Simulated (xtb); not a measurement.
Se(F)(OH) (FHOSe), SMILES [Se](O)F. All values are semi-empirical tight-binding results from xtb (GFN2-xTB unless named), good for trends rather than for accurate numbers. Geometry optimised at GFN2-xTB. One conformer was computed; it need not be the lowest.

```yaml
orbital_gap: 2.96 eV
zero_point_energy: 8.9 kcal/mol
G − E(el) at 298.15 K (modified RRHO): -8.2 kcal/mol
static polarisability (D4 model): 37.6 bohr³
solvation energy, GFN2-xTB/ALPB(water): -6.1 kcal/mol
solvation energy, GFN2-xTB/ALPB(hexane): -1.8 kcal/mol
```
